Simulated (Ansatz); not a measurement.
K₂Te, relaxed as a singlet with RKS PBE-D4/def2-TZVP in Ansatz, starting from the GFN1-xTB geometry. Force threshold 0.02 eV/Å.

In the def2 sets Te takes a core potential; there is no spin–orbit coupling. The structure comes from a short search, and lower isomers may exist.

Start:

```xyz
3

K    -0.785   -1.741   -0.698
K     1.878    0.778    0.069
Te   -1.093    0.963    0.629
```

Task: Estimate the energy that the relaxation releases and the steps that it takes.

Result: 32.3 kJ/mol, in 7 steps; 7 s on 4 threads of Arm Neoverse V1 on a shared host. The force fell under the threshold at step 6, but the optimiser went on. No frequencies were taken in this run, so the end may be a saddle point.

Task: Does the start keep its bonding and symmetry?

Result: By distances, no bond broke or formed, bridged metal pairs apart. The bond that changes most is K1–Te3, from 3.03 to 3.11 Å (atoms count from 1). Metal–metal contacts that move far: K1–K2 3.74 to 5.31 Å. Point group Cs at the start, C2v at the end, both within 0.05 Å.

Task: Predict the relaxed structure.

Result: 
| atom | x (Å) | y (Å) | z (Å) |
| --- | --- | --- | --- |
| K1 | -1.517 | -2.112 | -0.757 |
| K2 | 2.258 | 1.459 | 0.331 |
| Te3 | -0.741 | 0.653 | 0.427 |
Bond lengths (bridged metal pairs left out): 2 × K–Te 3.11 Å.
